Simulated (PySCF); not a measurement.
Mo(F)6 anion (F6Mo), SMILES [F][Mo]([F])([F])([F])([F])[F] (connectivity only; charge and spin as stated), charge -1, multiplicity 2.

Geometry: B3LYP-D3(BJ)/def2-SVPD. The geometry has at least one imaginary mode, so it is a saddle point at that level. The multiplicity is an assumed one; no other spin state was optimised. The isomer is the one that the SMILES or the coordinates give; other isomers of the formula were not compared. The def2 effective core potentials stand for the cores of Mo; spin–orbit coupling is left out.

Method: PBE/def2-SVPD run with PySCF.

```
Property                                                            Value
------------------------------------------------  -----------------------
total energy                                           -666.68445 hartree
point group                                                           D4h
α spin, highest occupied and lowest empty level        -0.23 and -0.12 eV
β spin, highest occupied and lowest empty level         -4.05 and 0.26 eV
dipole moment about the centre of nuclear charge                   0.00 D
mean static polarisability                           58.3 bohr³ (8.64 Å³)
polarisability, principal values                   56.9, 59.1, 59.1 bohr³
⟨S²⟩                                              0.752 (pure state 0.75)
```
